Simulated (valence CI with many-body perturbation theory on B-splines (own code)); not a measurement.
# Gd⁴³⁺ in brief

Method: valence CI with perturbative core correlation (CI+MBPT): three valence electrons over a frozen Dirac-Fock core [Ar], a basis of 9 s, 9 p, 10 d, 8 f, 5 g, 3 h, 1 i functions for each j, with the one-electron correlation potential Σ1, the two-electron term Σ2, the three-electron term Σ3, Breit, model QED; selected CI, second order for the rest (own B-spline code, finite nucleus).

The last digits are not significant, and no measured levels were compared; by estimate large intervals hold to a few tenths of a per cent, small ones and those within an open d or f shell to about a per cent. Only levels of the ground parity were solved; by the run's estimate the other parity begins above the list, which can be wrong where configurations are misplaced.

Levels are named by their leading jj configuration (3d3/2^4 stands for four electrons in 3d with j = 3/2), which in mixed levels can hold well under half, so a name can repeat and another be missing.

Rates and lifetimes use the calculated energies. Strong lines usually hold to 10 to 20 %, long lifetimes can be off by a factor of two.

Q: What is the ground level?

A: (3d3/2^3) J=3/2, composition 51 % 3d³ ⁴F + 36 % 3d³ ²D + 9 % 3d³ ²P, g = 0.676.

Q: What is the ionisation energy?

A: 3425 eV; NIST lists 3424 ± 4 eV (theoretical).

Q: Name the longest-lived excited levels whose lifetime is computed, and their main decay.

A: (3d3/2^2 3d5/2) J=9/2 at 38.79 eV lives 535 ms, mostly by M1 to (3d3/2^2 3d5/2) J=7/2.

Q: How well does LS coupling describe the low levels?

A: Among the lowest 19 levels the leading LS term, summed over configurations, holds 58 % on average. For single configurations the figures are 58 % in LS and 95 % in jj coupling. Terms mix most in the J = 3/2 level at 35.79 eV, where the leading one holds 39 %.
